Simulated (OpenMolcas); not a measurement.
Bi IV: CASPT2 settings compared

```json
{
  "Program": "OpenMolcas",
  "Basis": "ANO-RCC-VDZ [7s6p3d1f]",
  "Scalar Hamiltonian": "DKH2, point nucleus",
  "Active space": "2 electrons in 4 orbitals (6s 6p)",
  "State averaging": "2S+1 = 3 even, 3 roots; 2S+1 = 1 even, 7 roots; 2S+1 = 3 odd, 3 roots; 2S+1 = 1 odd, 3 roots",
  "Spin-orbit coupling": "state interaction with AMFI integrals over the reference wave functions, term energies averaged over their components"
}
```

Methods on the same reference wave functions:
A. CASSCF
B. SS-CASPT2, IPEA 0.2 Eh, no level shift (closed shells correlated: 5d)
C. SS-CASPT2, IPEA 0.3 Eh, real shift 0.05 Eh (closed shells correlated: 4f 5s 5p 5d)
D. MS-CASPT2, IPEA 0.3 Eh, real shift 0.05 Eh (closed shells correlated: 4f 5s 5p 5d)
E. MS-CASPT2, IPEA 0.2 Eh, no level shift (closed shells correlated: 5d)
F. XMS-CASPT2, IPEA 0.1 Eh, real shift 0.3 Eh (closed shells correlated: 4f 5s 5p 5d)

Energies in cm⁻¹ above 6s² ¹S₀, the measured ground level; measured values from Moore, Atomic Energy Levels, vol. III, NSRDS-NBS 35 (1971 reprint of NBS Circular 467, 1958).

```json
{"Level": "6s² ¹S₀", "A": "0.0", "B": "0.0", "C": "0.0", "D": "0.0", "E": "0.0", "F": "0.0", "Measured": "0.0"}
{"Level": "6s 6p ³P°₀", "A": "67146", "B": "68710", "C": "68860", "D": "68870", "E": "68710", "F": "69260", "Measured": "70968"}
{"Level": "6s 6p ³P°₁", "A": "72911", "B": "74430", "C": "74580", "D": "74580", "E": "74430", "F": "74970", "Measured": "75926"}
{"Level": "6s 6p ³P°₂", "A": "91734", "B": "93300", "C": "93450", "D": "93450", "E": "93300", "F": "93850", "Measured": "96423"}
{"Level": "6s 6p ¹P°₁", "A": "120659", "B": "121430", "C": "121460", "D": "121460", "E": "121430", "F": "121800", "Measured": "114602"}
{"Level": "6p² ³P₀", "A": "168703", "B": "169850", "C": "170090", "D": "170080", "E": "169840", "F": "170420", "Measured": "166552"}
{"Level": "6p² ³P₁", "A": "185589", "B": "186810", "C": "187070", "D": "187070", "E": "186810", "F": "187380", "Measured": "185014"}
{"Level": "6p² ³P₂ [54 %]", "A": "191302", "B": "192400", "C": "192640", "D": "192640", "E": "192400", "F": "192930", "Measured": ""}
{"Level": "6p² ¹D₂ [54 %]", "A": "213715", "B": "214790", "C": "215020", "D": "215020", "E": "214790", "F": "215320", "Measured": ""}
{"Level": "6p² ¹S₀", "A": "231907", "B": "232690", "C": "232840", "D": "232850", "E": "232700", "F": "233310", "Measured": ""}
```

Deviations, from unrounded energies. A percentage is the sum of absolute deviations over the sum of measured energies, with the sign that they share, or ± where signs differ.

```
           Against measurement  Levels     A     B     C     D     E     F
mean absolute deviation (cm-1)       6  3400  3100  3100  3100  3100  3100
      other configurations (%)       6  ±2.9  ±2.6  ±2.7  ±2.7  ±2.6  ±2.6
```

B, C, D, E, F lie about equally close to measurement and A furthest from it. The largest miss of F in the table is 6s 6p ¹P°₁, by +7200 cm-1. The ranking rests on the paired levels alone, and a cruder setting can come out closer through cancelling errors.

Among B to F the level of the table that moves most is 6p² ¹S₀, by 620 cm-1 (lowest in B, highest in F). Moves below CASPT2's spread within the term are not significant.

The mean deviations of B to F differ by less than CASPT2's widest spread within a term (50 cm-1), so their order carries little weight.

The lowest spin-free term lies below A's lowest term by 0.014 hartree in B, 0.020 hartree in C, 0.020 hartree in D, 0.014 hartree in E, 0.022 hartree in F.

CASPT2 breaks the degeneracy within a term, and the mean is taken; among the terms shown or strongly mixed into the levels shown the widest spread is 50 cm-1 (6p² ¹D, F). The ¹D term of p² mixes with s d, which this space lacks. Spin-orbit splittings of 6p shells tend to come out small when the coupling is added on scalar orbitals. The basis is small and was not contracted for so high a charge. Measured partners are found by configuration, term and J. A level has none where our copy of the source lacks it or the pairing is in doubt (some pairs that miss far off the trend of their configuration count as doubtful), and it then counts in no deviation. Levels of configurations outside the active space are missing.

A share in square brackets marks a mixed level and gives the weight of the term that names it, the lowest over the columns. ° marks odd parity.
